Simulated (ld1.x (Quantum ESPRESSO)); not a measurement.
Pseudopotential generation for arsenic: ultrasoft, BP86, scalar-relativistic.

arsenic (As), ultrasoft, made with ld1.x (Quantum ESPRESSO) 7.5 (BP86, scalar-relativistic). Core [Ar] 3d10, reference 4s2 4p1.5 (charge +1.5). Waves: 4s (bound): rcut 1.50, rcutus 1.85 bohr; 4s channel at -1.7 Ry: rcut 1.50, rcutus 1.85 bohr; 4p (bound): rcut 1.25, rcutus 1.40 bohr; 4p channel at 3.35 Ry: rcut 1.25, rcutus 1.40 bohr. Local part: all-electron potential smoothed inside 1.50 bohr (lloc = -1). Core correction: none. Augmentation charge: PSQ, radius 1.20 bohr.

All-electron outer shells of the reference configuration (BP86, scalar-relativistic, ld1.x):

```csv
shell,level (eV),outermost node (bohr),outermost maximum (bohr)
4s,-28.45,0.73,1.57
4p,-18.04,0.77,1.85
```

Calculated quality:

```
Cutoffs needed                            : 21 Ry and 30 Ry (the cutoffs (Ry, on a coarse ladder) from which the occupation-weighted sum of valence levels, in a spherical-Bessel basis at the reference potential, stays within 10 and 1 mRy of its value at 400 Ry)
Ghost test                                : ghost state, extra bound levels that the all-electron valence spectrum of the same l lacks: d at -8.5 eV; a true bound ghost makes a file unfit for plane-wave use (spherical-Bessel basis up to 400 Ry, 20 bohr box)
Configuration tests                       : test run stopped at test 1 of 7 (negative rho)
Lowest eigenvalue of the overlap operator : 0.36 (s channel)
Density cutoff estimated by the generator : 192 Ry
```

Generation and tests took about 0.68 s on one core of a shared server CPU.
